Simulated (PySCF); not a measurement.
Problem. Write Cartesian coordinates for `C=NCB(F)F` as optimised with PBE0-D3(BJ)/def2-SVP.

Solution. 
```xyz
10
C2H4BF2N angstrom
C      1.7686   -0.3388   -0.2809
N      0.7555   -0.6229    0.4144
C     -0.3064    0.3343    0.5164
B     -1.6321   -0.1372   -0.1822
F     -1.6982   -1.1814   -0.9785
F     -2.7419    0.5546   -0.0029
H      2.5785   -1.0742   -0.3857
H      1.8976    0.6312   -0.8055
H     -0.0580    1.3390    0.1016
H     -0.5579    0.5010    1.5798
```

Any rigid rotation of these coordinates is as good. Atoms count from 1 in this order. Of the pairs four or more bonds apart, H8···H9 is among the closest relative to their van der Waals radii: 2.27 Å, 95 % of the sum of Bondi's values. The C–N distances run from 1.261 Å (C1=N2, drawn double) to 1.433 Å (N2–C3, drawn single), a spread of 0.172 Å. B4 (three-coordinate boron) is planar (angles 123.4°, 119.5° and 117.1°, sum 360.0°, 0.01 Å off the plane of its three neighbours).

Bonds between heavy atoms (Å): C1=N2 1.261, N2–C3 1.433, C3–B4 1.571, B4–F5 1.315, B4–F6 1.320.

Method: PySCF, PBE0-D3(BJ)/def2-SVP geometry optimisation, gas phase.

Point group: C1 (no symmetry element, even within 0.4 Å). No PBE0-D3(BJ)/def2-SVP frequencies stand behind this structure, so it isn't proved a minimum. One conformer, not necessarily the lowest (C1–N2–C3–B4 113°, N2–C3–B4–F5 -11°).

Hardware: one thread of an Arm Neoverse V2, no GPU, shared host. Cost: 26 s wall. These figures are those of the optimisation.
